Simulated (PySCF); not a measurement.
# How methods differ on the excitation energy of Sn

Sn [Kr] 4d10 5s2 5p2 (3P) → Sn [Kr] 4d10 5s2 5p1 5d1 (high-spin determinant), as a difference of total energies. Calculation: PySCF 2.14, in aug-cc-pVQZ-DK3 (9s8p6d3f2g, 102 functions); the spin-free X2C one-electron Hamiltonian (Gaussian nucleus). Correlated levels: valence: [Kr] 4d10 frozen. The calculations carry no spin-orbit coupling.

```json
{"method": "UHF", "excitation energy (cm⁻¹)": "43869"}
{"method": "LDA", "excitation energy (cm⁻¹)": "42896"}
{"method": "PBE", "excitation energy (cm⁻¹)": "41329"}
{"method": "r2SCAN", "excitation energy (cm⁻¹)": "44179"}
{"method": "B3LYP", "excitation energy (cm⁻¹)": "42137"}
{"method": "BHandHLYP", "excitation energy (cm⁻¹)": "43578"}
{"method": "B2PLYP", "excitation energy (cm⁻¹)": "43199"}
{"method": "MP2 (valence)", "excitation energy (cm⁻¹)": "44766"}
```

Question: Estimate what PBE0 gives.

Answer: 42825 cm⁻¹, closest to LDA among the rows shown.

Question: Estimate what SCS-MP2 (valence) gives.

Answer: 44618 cm⁻¹, closest to MP2 (valence) among the rows shown.

A first-order spin-orbit estimate (lowest level to lowest level, LS coupling) adds 0.047 eV.

The promoted electron is Rydberg-like, and one or two diffuse shells describe it only roughly, which tends to raise the upper state.

The determinant of the upper state mixes LS terms, which raises its energy above the lowest term, most at the Hartree-Fock and MP2 levels.
